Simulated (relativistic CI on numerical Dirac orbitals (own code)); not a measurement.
**Xe4+: calculation against measurement**

Method of calculation: Dirac-Coulomb-Breit CI, orbitals from a KLI potential per configuration, model QED (radiative potential, 1s self-energy scaled to tabulated hydrogen-like ionisation energies), valence Slater integrals scaled by 0.85, P86 correlation energy added to each configuration (own radial code, finite nucleus).

Configurations in the expansion (outside the closed core [Kr] 4d10): 5s²5p², 5s5p³, 5s²5p5d, 5p⁴, 5s5p²5d, 5s²5p5f, 5s²5p4f, 5s²5p6s, 5s²5p5g, 5s²5p6p, 5s5p²5f, 5s²4f5d, 5s5p²5g, 5s²5d², 5s5d³, 5s²4f², 5s4f²5d, 5p²5d², 5p5d³, 5p5d²5f, 5p4f5d², 5p5d²6s. Double excitations out of closed p, d and f shells are left out; levels of such configurations are missing from the list, as are those of other unlisted configurations, and high levels can miss mixing partners. These lack a partner that the ground configuration has and come out too high: 5s5p²5f, 5s5p²5g, 5s²5p5g, 5s²5p6p.

| Configuration | Term (tabulated) | J | Measured (cm⁻¹) | Computed | Error | Purity (%) |
| --- | --- | --- | --- | --- | --- | --- |
| 5s²5p² | 3P | 0 | 0.0 | 0 | 0 | 88 |
| 5s²5p² | 3P | 1 | 9291.8 | 9106 | -186 | 98 |
| 5s²5p² | 3P | 2 | 14126.7 | 13884 | -243 | 66 |
| 5s²5p² | 1D | 2 | 28411.2 | 27872 | -539 | 65 |
| 5s²5p² | 1S | 0 | 44470.4 | 42991 | -1479 | 86 |
| 5s5p³ | 5S° | 2 | 92182.8 | 91584 | -598 | 95 |
| 5s5p³ | 3D° | 1 | 115286.3 | 118973 | 3687 | 77 |
| 5s5p³ | 3D° | 2 | 116097.0 | 119488 | 3391 | 74 |
| 5s5p³ | 3D° | 3 | 119919.0 | 123459 | 3540 | 89 |
| 5s5p³ | 3P° | 0 | 133408.1 | 136482 | 3074 | 91 |
| 5s5p³ | 3P° † | 1 | 134575.2 | 137935 | 3360 | 79 |
| 5s5p³ | 3P° † | 2 | 134702.7 | 138882 | 4179 | 56 |
| 5s²5p5d | 3F° | 2 | 156506.8 | 164856 | 8349 | 90 |
| 5s²5p5d | 3F° | 3 | 160630.4 | 168833 | 8203 | 94 |
| 5s²5p5d | 3F° | 4 | 169799.4 | 177690 | 7890 | 100 |
| 5s²5p5d | 3P° | 2 | 170987.6 | 182936 | 11949 | 57 |
| 5s²5p5d | 3D° | 3 | 182167.2 | 195067 | 12900 | 78 |
| 5s²5p5d | 3P° | 0 | 183025.2 | 193405 | 10380 | 90 |
| 5s²5p5d | 3P° | 1 | 184147.6 | 195375 | 11227 | 59 |
| 5s²5p4f | 3F | 2 | 191603.5 | 200405 | 8802 | 79 |
| 5s²5p6s | 3P° † | 0 | 194033.1 | 203391 | 9358 | 100 |
| 5s²5p5d | 1F° | 3 | 194138.0 | 207200 | 13062 | 88 |
| 5s²5p6s | 3P° † | 1 | 194232.9 | 204269 | 10036 | 71 |
| 5s²5p4f | 3G | 5 | 202281.8 | 211671 | 9390 | 96 |
| 5s²5p4f | 3D | 3 | 205758.8 | 214730 | 8971 | 71 |
| 5s²5p4f | 3D | 2 | 207366.7 | 216426 | 9060 | 78 |
| 5s²5p6s | 3P° | 2 | 209068.9 | 218614 | 9545 | 100 |
| 5s²5p4f | 3D | 1 | 209310.7 | 218442 | 9131 | 97 |
| 5s²5p6s | 1P° | 1 | 213040.2 | 222890 | 9850 | 69 |
| 5s²5p4f | 1G | 4 | 214317.7 | 223535 | 9217 | 88 |
| 5s²5p4f | 1D | 2 | 216745.6 | 225474 | 8728 | 82 |
| 5s²5p6p | 3D | 1 | 228064.9 | 237179 | 9114 | 67 |
| 5s²5p6p | 3P | 0 | 233999.3 | 242164 | 8165 | 65 |
| 5s²5p6p | 3D | 2 | 235178.9 | 243823 | 8644 | 68 |
| 5s²5p6p | 3D | 3 | 246208.0 | 257200 | 10992 | 99 |
| 5s²5p6p | 3S | 1 | 247810.4 | 259129 | 11318 | 75 |
| 5s²5p6p | 1D | 2 | 250557.2 | 261798 | 11241 | 64 |
| 5s²5p6p | 1S | 0 | 259642.3 | 268521 | 8879 | 77 |

Measured levels from Saloman, J. Phys. Chem. Ref. Data 33, 765 (2004); pairs were made by configuration, J and term (by order where the table uses no LS term), so strongly mixed levels may be paired wrongly.

Mean error by configuration (cm⁻¹): 5s²5p² -612; 5s5p³ 2619; 5s²5p5d 10495; 5s²5p4f 9043; 5s²5p6s 9698; 5s²5p6p 9765. Over the excited levels the mean absolute error is 7629 cm⁻¹ (37 of the 52 excited levels that our extract of the source holds in range could be paired, and the others can miss by more), and the median relative error of those above 1,000 cm⁻¹ is 4.4 %. † marks terms whose computed intervals miss the measured ones by more than a factor of 2.5, or configurations far off the rest, from wrong mixing, a near crossing or a doubtful label or measurement; they are left out of the means.
